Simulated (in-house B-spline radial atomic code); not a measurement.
Results of a calculation; reference values are marked as such.
**Pb³⁺ at several levels of theory**

Ground configuration [Xe] 4f14 5d10 6s1. All numbers come from a B-spline radial code for spherical atoms, all electrons, at the radial basis limit. Mean-field, RPA, GW and linear-response runs are scalar-relativistic (one-electron X2C), no spin-orbit coupling, without Breit or QED terms, open shells spin-polarised at highest spin; the many-body runs on Dirac-Hartree-Fock orbitals are four-component, and their energies hold both.

Without the two-electron picture change, the correlation of inner shells comes somewhat too large for so heavy an element.

RPA overbinds a lone outer s electron by self-correlation, and G0W0 tends to as well.

**Ionisation energy.** The reference is 42.333 eV (NIST, measured).

```csv
method,value (eV),minus reference (eV)
minus the highest LDA VWN5 level,38.31,-4.03
"LDA VWN5, difference of total energies",43.34,+1.01
minus the highest PBE level,37.88,-4.45
"PBE, difference of total energies",42.88,+0.55
G0W0 on PBE,43.11,+0.78
exact exchange + RPA on PBE,42.91,+0.58
exact exchange + RPA + SOSEX on PBE,42.18,-0.15
minus the highest r2SCAN level,38.14,-4.19
"r2SCAN, difference of total energies",42.64,+0.31
minus the highest PBE0 level,38.84,-3.49
"PBE0, difference of total energies",42.49,+0.15
G0W0 on PBE0,42.97,+0.64
minus the highest B3LYP (VWN-RPA) level,38.83,-3.50
"B3LYP (VWN-RPA), difference of total energies",42.85,+0.52
minus the highest CAM-B3LYP level,40.39,-1.94
minus the highest LC-wPBE level,41.54,-0.79
minus the highest Hartree-Fock level,40.82,-1.51
"Hartree-Fock, difference of total energies",40.56,-1.77
G0W0 on Hartree-Fock,42.63,+0.30
"MP2, difference of total energies",42.74,+0.41
Brueckner orbital with screened correlation (6s1/2),42.26,-0.07
```

(1) Which methods come closest, and which lies farthest off?

Run times on one thread of shared hosts: mean field, RPA, SOSEX and G0W0 on PBE, for the atom and its ion, 26 s (Arm Neoverse N1); Brueckner orbitals with all properties, 430 s (Arm Neoverse V1).

Results:

(1) Closest: Brueckner orbital with screened correlation (6s1/2) (-0.07 eV) and exact exchange + RPA + SOSEX on PBE (-0.15 eV). Farthest: minus the highest PBE level (-4.45 eV). The PBE level misses by -4.5 eV while the PBE energy difference misses by +0.55 eV: the semilocal potential lacks the −1/r tail and the energy is convex in the electron number, but total energies at whole numbers are far better.
